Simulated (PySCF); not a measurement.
H₂SnS (singlet). All numbers come from PBE0/[Sn def2-TZVP with ECP28, S def2-TZVP, H def2-TZVP], scalar-relativistic core potentials, density fitting, no spin–orbit coupling, PySCF.

Harmonic bands of its minimum:

```csv
ω (cm⁻¹),IR (km/mol)
423,27.8
461,18.5
497,26.5
716,103
1910,187
1917,101
```

**Question.** The central atom is Sn. Infer the point group and assign the bands.

**Answer.** C2v. The modes span 2b2 + b1 + 3a1: 423 b2, 461 b1, 497 a1, 716 a1, 1910 b2, 1917 a1. The computed geometry has Sn–H 1.711 Å (×2), Sn–S 2.201 Å; H–Sn–H 109.8°, H–Sn–S 125.1° (×2).

Other isomers or separated fragments may lie lower.
